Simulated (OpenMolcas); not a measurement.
**Pd2+: effect of the active space**

```
Program             : OpenMolcas
Method              : CASSCF
Basis               : ANO-RCC-VQZP
Scalar Hamiltonian  : DKH2, point nucleus
Spin-orbit coupling : RASSI with atomic mean-field integrals over the reference wave functions, term energies averaged over their components
```

A. 8 electrons in 5 orbitals (4d); 2S+1 = 3 even, 10 roots; 2S+1 = 1 even, 15 roots; cost about 7 core-seconds
B. 8 electrons in 6 orbitals (4d 5s); 2S+1 = 3 even, 55 roots; 2S+1 = 5 even, 10 roots kept (CI in the orbitals of an earlier block); 2S+1 = 1 even, 43 roots kept (CI in the orbitals of an earlier block); cost about 50 core-seconds
C. 8 electrons in 10 orbitals (4d 5d); 2S+1 = 3 even, 10 roots; 2S+1 = 1 even, 15 roots; cost roughly 60 core-seconds

Energies in cm⁻¹ above 4d⁸ ³F₄, the measured ground level; measured values from Moore, Atomic Energy Levels, vol. III, NSRDS-NBS 35 (1971 reprint of NBS Circular 467, 1958).

| Level | A | B | C | Measured |
| --- | --- | --- | --- | --- |
| 4d⁸ ³F₄ | 0.0 | 0.0 | 0.0 | 0.0 |
| 4d⁸ ³F₃ | 3135 | 3286 | 3143 | 3230 |
| 4d⁸ ³F₂ | 4824 | 5029 | 4809 | 4687 |
| 4d⁸ ³P₁ | 17415 | 17488 | 17053 | 13470 |
| 4d⁸ ³P₀ | 17742 | 17834 | 17341 | 13699 |
| 4d⁸ ³P₂ [54 %] | 17766 | 17992 | 17549 |  |
| 4d⁸ ¹G₄ | 21487 | 22018 | 21157 | 17880 |
| 4d⁸ ¹S₀ | 50238 | 51853 | 49090 |  |

Deviations, from unrounded energies. A percentage is the sum of absolute deviations over the sum of measured energies, with the sign that they share, or ± where signs differ.

| Against measurement | Levels | A | B | C |
| --- | --- | --- | --- | --- |
| mean absolute deviation (cm-1) | 5 | 2400 | 2500 | 2100 |
| fine structure of the ground term (%) | 2 | ±2.9 | +5.0 | ±2.6 |
| other terms of the ground configuration (%) | 3 | +25.7 | +27.3 | +23.3 |

C lies closest to measurement on these levels and B furthest from it. The largest miss of C in the table is 4d⁸ ³P₀, by +3600 cm-1. The ranking rests on the paired levels alone, and a cruder setting can come out closer through cancelling errors.

Among A to C the level of the table that moves most is 4d⁸ ¹S₀, by 2800 cm-1 (lowest in C, highest in B).

Without dynamic correlation excited terms often stand tens of per cent too high (terms of higher spin than the ground term too low), and those without a measured partner can miss by more than the paired ones. Levels of configurations with an s electron are missing; early in the row they begin among the upper levels of the d shell and mix with terms of their name (holds for A). Terms from blocks run as CI alone lack orbitals of their own (holds for B). Active for correlation alone: 5d; no level in the range computed is led by a configuration that fills it, so any true level of that kind is missing (holds for C). Computed and measured levels are paired by configuration, term and J; levels that our copy of the source lacks, or whose pairing is in doubt (as where it misses far off the trend of its configuration), stay unpaired and out of the deviations. Levels of configurations outside the active space are missing. Levels that lie high or do not pair safely by name in every column are left out.

A share in square brackets marks a mixed level and gives the weight of the term that names it, the lowest over the columns.
